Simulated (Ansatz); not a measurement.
Basis-set extrapolation for CH$_{9}$AlBNSi, SMILES `[BH2][AlH][N](C)[SiH3]` (PBE0-D4/def2-TZVP geometry, frozen core, Ansatz 0.2.0). Multiplicity 1, RHF reference.

|  | def2-TZVPP | def2-QZVPP |
| --- | --- | --- |
| HF | -653.155503 | -653.178085 |
| MP2 correlation | -0.691276 | -0.737940 |
| CCSD(T) correlation | -0.785270 | not run |

Energies in hartree. Use E(X) = E(∞) + A·exp(−7.88·√X) for Hartree–Fock and E(X) = E(∞) + B·X^(−2.97) for correlation, with X = 3 and 4, and add CCSD(T) minus MP2 of the smaller set to the MP2 limit.

Task: What is the CCSD(T) energy at the basis-set limit?

Result: HF limit: -653.178085 + (-0.022582) × 0.13774 = -653.18120. MP2 limit: -0.737940 + (-0.046664) × 0.74074 = -0.77251. Higher-order term: -0.785270 − (-0.691276) = -0.09399. Total: -654.04770 hartree, 2.91 eV below CCSD(T)/def2-TZVPP.
